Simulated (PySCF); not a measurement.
## Structure from 2D NMR

Compound of formula C$_{4}$H$_{8}$ClNSi$_{2}$. Correlations simulated from computed shifts and the bond graph:

HSQC (one-bond C–H):
```tsv
δH	δC
7.13	156.9
6.88	156.9
0.82	6.1
```

COSY cross peaks (H two or three bonds apart, from the bond graph; peaks can be absent where the dihedral angle is near 90°):
```tsv
δH	δH
7.13	6.88
```

HMBC (two and three bonds, from the bond graph):
```tsv
δH	δC
7.13	129.3, 122.9
6.88	129.3, 122.9
3.59	129.3, 6.1
0.82	129.3
```

Carbons without hydrogens: δ 129.3, 122.9.

PySCF 2.14.0 with density-fitted response routines calculation with GIAO PBE0/pcSseg-1 shieldings and coordinates at the GFN2-xTB level; no solvent, one conformer, no relativistic terms, fast rotation and ring inversion assumed for equivalent nuclei.

Shifts are taken against calculated references (same method and geometry level): 1H (31.72 ppm) and 13C (186.93 ppm) vs TMS.

Exchangeable hydrogens are left out of these lists.

**Question.** Assemble the structure.

**Answer.** `C=C(C#N)[Si@](C)([SiH3])Cl`.

Numbering as in the mapped SMILES `[CH2:1]=[C:2]([C:3]#[N:4])[Si@:5]([CH3:6])([SiH3:7])[Cl:8]`. Hydrogens are named by the atom that carries them. Ha(C1) is cis to C3; Hb(C1) is trans to C3.

δC 156.9 is C1, a terminal =CH2 carbon (δH 6.88, 7.13). δC 129.3 is C2, a fully substituted alkene carbon. δC 122.9 is C3, a nitrile carbon. δC 6.1 is C6, a methyl carbon bonded to Si (δH 0.82). HMBC from δH 7.13 reaches the proton-free carbons C2, C3. HMBC from δH 6.88 reaches the proton-free carbons C2, C3. HMBC from δH 3.59 reaches the proton-free carbon C2. HMBC from δH 0.82 reaches the proton-free carbon C2. COSY links 7.13–6.88.

This is the structure that produced the data.

Shifts are as computed. Against solution values, carbons near 30 ppm lie about +3 ppm off and those near 130 ppm about +5 ppm. Of 1309 compounds with measured shifts, 239 miss one by over three times the rms of a fit or turn the order of signals round; such compounds aren't used in these exercises.
